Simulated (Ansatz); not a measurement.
Two isomers of C2H6FIn: A = `[CH3][InH][CH2]F`, B = `C[CH](F)[InH2]`.

Gas-phase electronic energies from Ansatz, PBE0-D4/def2-TZVP geometries. CCSD(T)/CBS is the MP2 limit (def2-TZVPP, def2-QZVPP) plus CCSD(T) − MP2 in def2-TZVPP, frozen cores. Functionals use def2-TZVPP. B3LYP here is the variant with VWN-RPA as its local correlation; programs differ in this. def2 core potentials past Kr. For In outer-core shells are correlated without core-valence functions, which leaves a few kJ/mol of doubt a bond. One conformer a species, not always the lowest.

A:

```xyz
10

C    -0.8121   -0.2909    1.6770
In    0.0390   -0.8202   -0.2238
C     0.7814    0.7655   -1.5319
F     0.6067    2.0202   -0.9480
H    -1.8408   -0.6516    1.7402
H    -0.2459   -0.7607    2.4838
H    -0.8021    0.7897    1.8150
H     0.1683   -2.4594   -0.7738
H     0.2572    0.7671   -2.4936
H     1.8485    0.6402   -1.7447
```

B:

```xyz
10

C    -1.0461    0.8114   -0.4117
C     0.3068    0.5660    0.1962
F     0.2394    0.8422    1.5817
In    1.0399   -1.5052    0.1664
H    -1.3828    1.8362   -0.2211
H    -1.7994    0.1250   -0.0184
H    -0.9955    0.6708   -1.4959
H     1.0426    1.2647   -0.2115
H    -0.1276   -2.7568    0.4103
H     2.7227   -1.8542    0.0038
```

Problem. Which is lower in electronic energy at CCSD(T)/CBS, and by how much? (An estimate is asked.)

Solution. The calculation gave: A, by 19.0 kJ/mol.

Problem. Give E(B) − E(A) in kJ/mol with CCSD(T)/def2-TZVPP, B3LYP, CCSD/def2-TZVPP, ωB97M-V, HF/def2-TZVPP, r2SCAN-D4, PBE0-D4. (Best estimate.)

Solution. Ansatz gave: CCSD(T)/def2-TZVPP 18.5, B3LYP 17.4, CCSD/def2-TZVPP 18.0, ωB97M-V 14.9, HF/def2-TZVPP 11.2, r2SCAN-D4 13.8, PBE0-D4 14.5. None reverses the order clearly.

Largest T1 diagnostic: 0.013.

In def2-TZVPP, CCSD(T) changes the Hartree–Fock value by +7.3 kJ/mol (the triples alone add +0.5 kJ/mol) and MP2 by +12.6 kJ/mol.
